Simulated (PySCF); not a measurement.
# Working with the constants of CaGe⁺

UHF-CCSD(T) constants of CaGe⁺, ⁴Σ⁻ (quartet), unpaired electrons σ ↑, π ↑↑ (Ca pcseg-1, Ge pcseg-1; no relativity (PySCF 2.14); masses 39.9626 and 73.9212 u):

| Quantity | Value |
| --- | --- |
| ωe | 231.7 cm⁻¹ |
| ωexe | 0.886 cm⁻¹ |
| Be | 0.082917 cm⁻¹ |
| αe | 0.000385 cm⁻¹ |
| D (centrifugal) | 4.25e-08 cm⁻¹ |
| De to Ca⁺ + Ge | 1.00 eV |

(1) Give the vibrational terms G(v) and spacings up to v = 3.

(2) How well does the Morse estimate ωe²/(4ωexe) reproduce De, and what is D0?

Correlated steps freeze 14 core orbitals. Correlated levels converge slowly with the basis: in double zeta they bind strong bonds too weakly, by up to about 1 eV, and carry superposition errors of some tenths. Spin–orbit coupling is left out. For an ion De counts to the pair picked by the measured ionisation energies or electron affinities, which need not be the lowest pair at this level. The state was picked by a PBE0 search and need not be the measured ground state.

Answers

(1) G(v) = ωe(v+½) − ωexe(v+½)².

```
v  G(v) (cm⁻¹)  G(v) − G(v−1)  Bv (cm⁻¹)
0          116                   0.08272
1          346            230    0.08234
2          574            228    0.08195
3          800            226    0.08157
```

(2) It gives 1.88 eV, 188 % of the computed De. D0 = De − G(0) = 1.00 − 0.01 = 0.99 eV.
